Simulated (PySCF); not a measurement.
**GaH⁺: energy against distance**

Set-up: PySCF, scalar-relativistic core potentials, basis sets Ga cc-pVTZ-PP with ECP10, H cc-pVTZ. Energies in eV from Ga⁺ + H in their ground configurations at the same level. All curves are PBE0. state 1: ²Σ⁺ (doublet), unpaired electrons σ ↑; state 2: ⁴Π (quartet), unpaired electrons σ ↑↑, π ↑, a second solution, started from another occupation.

```json
{"R (Å)": "1.444", "state 1": "-0.1806", "state 2": "7.4706"}
{"R (Å)": "1.511", "state 1": "-0.3258", "state 2": "7.0764"}
{"R (Å)": "1.578", "state 1": "-0.4032", "state 2": "6.7620"}
{"R (Å)": "1.629", "state 1": "-0.4292", "state 2": "6.5694"}
{"R (Å)": "1.679", "state 1": "-0.4357", "state 2": "6.4070"}
{"R (Å)": "1.729", "state 1": "-0.4285", "state 2": "6.2707"}
{"R (Å)": "1.796", "state 1": "-0.4052", "state 2": "6.1232"}
{"R (Å)": "1.881", "state 1": "-0.3657", "state 2": "5.9828"}
{"R (Å)": "1.981", "state 1": "-0.3164", "state 2": "5.8648"}
{"R (Å)": "2.115", "state 1": "-0.2611", "state 2": "5.7686"}
```

Put a parabola through the three lowest points of the state 1 curve and estimate Re, k and ωe (reduced mass 0.9933 u; 1 eV/Å² = 0.16022 mdyn/Å; ωe = 1302.8·√(k/μ) cm⁻¹).

Through R = 1.629, 1.679, 1.729 Å the second-order coefficient is 2.74 eV/Å², so Re ≈ 1.678 Å, k ≈ 0.878 mdyn/Å and ωe ≈ 1225 cm⁻¹. A polynomial fit of higher order to the unrounded PBE0 energies gives Re = 1.675 Å, k = 0.893 mdyn/Å, ωe = 1235 cm⁻¹; anharmonicity and rounding make the difference.

The higher-order fit for each curve: state 1: Re = 1.675 Å, ωe = 1235 cm⁻¹, De = 0.436 eV; state 2: Re = 2.431 Å, ωe = 494 cm⁻¹, minimum 5.70 eV above the ground-state fragments.

Spin–orbit coupling is left out. For an ion De counts to the pair picked by the measured ionisation energies or electron affinities, which need not be the lowest pair at this level. Counting both spins, an empty level lies below a filled one in some of these solutions, because spin and occupation are held. The state is the lowest determinant that a PBE0 search found; another state may lie lower at other levels.
